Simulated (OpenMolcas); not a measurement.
# Ni2+: ligand-field states by method

Ni2+ with its 6 nearest fluoride ions at 2.005 Å, on the Li site of LiF (a = 4.028 Å, distance in the model lattice 2.014 Å). The rest of the host is ab initio model potentials to 7.6 Å and point charges beyond; the distance is set by hand and nothing relaxes, and no local charge compensation is placed. Ligand basis ANO-RCC-VDZP.

```
Program             : OpenMolcas
Basis               : ANO-RCC-VTZP [6s5p3d2f1g]
Scalar Hamiltonian  : DKH2, point nucleus
Active space        : 8 electrons in 5 orbitals (3d)
State averaging     : 2S+1 = 3 even, 10 roots; 2S+1 = 1 even, 15 roots
Spin-orbit coupling : state interaction with AMFI integrals over the reference wave functions
```

I. CASSCF
II. SS-CASPT2, IPEA 0.25 Eh, imaginary shift 0.1 Eh (closed shells correlated: 3s 3p and the ligand valence shells)

Spin-free states (labels of O, the rotations of Oh) in cm-1, each column counted from its own energy of the first state listed:

```csv
State,Degeneracy,I,II
3A2,1,0,0
3T2,3,7747,10120
3T1,3,13356,15870
1E,2,18894,14000
1T2,3,25627,23410
3T1,3,29129,27020
1A1,1,29878,24580
1T1,3,32483,30390
1E,2,37350,37800
1T2,3,38051,37980
1A1,1,71327,61560
```

From I to II, I's first state of the same spin (3T2) moves from 7747 to 10120 cm-1, by about +2400 cm-1.

From I to II, I's first state of another spin (1E) moves from 18894 to 14000 cm-1, by about -4900 cm-1.

I: A least-squares ligand-field fit to the states below 45000 cm-1, each weighted by its degeneracy and with a free common offset, gives 10Dq = 7545 cm-1, B = 1279 cm-1 and C = 4704 cm-1 (C/B = 3.68), with an rms deviation of 93 cm-1. 

χT at 300 K: I 1.39, II 1.30 cm3 K/mol.

Roots that are degenerate in the reference are averaged as groups; the widest CASPT2 spread within a group is 63 cm-1 (the 3-fold group of multiplicity 1 near 23400 cm-1 above the lowest state of its run, II). Shifts and gaps below about the spread of the groups concerned are not significant. Over all roots computed the reference weight is 0.73 to 0.74 in II; a low but even weight reflects the number of correlated electrons. Ligand-to-metal charge-transfer states are missing. Without dynamic correlation the repulsion within the d shell is too large (B by tens of per cent), so at a given field states of lower spin stand too high (holds for I). With no ligand orbital active B as a rule stays too high, so bands that hang on it stand too high and its fall with covalency is understated (holds for I). With metal d orbitals alone and no dynamic correlation 10Dq can be off by a tenth to a fifth, either way, in oxide and fluoride hosts (holds for I). A single d shell leaves out the double-shell effect, which counts most for late 3d ions, where the CASPT2 field can be off either way by tens of per cent (holds for II). These CASPT2 states fit no ligand-field parameters well, so their order and spin gaps are uncertain (holds for II). For late 3d ions with one d shell CASPT2 can put B and the spin-flip bands somewhat low as well as high (holds for II). With one d shell and no ligand orbital active, 10Dq can be off by tens of per cent for divalent 3d ions, low with halides held by bare charges and at times high in hosts, and the orbital part of g and χT goes as 1/10Dq (holds for II). Free-ion shares, where given, are those of the reference states; single-state CASPT2 does not remix them (holds for II). No measured value stands beside these numbers; the geometry was set by hand and not optimised.
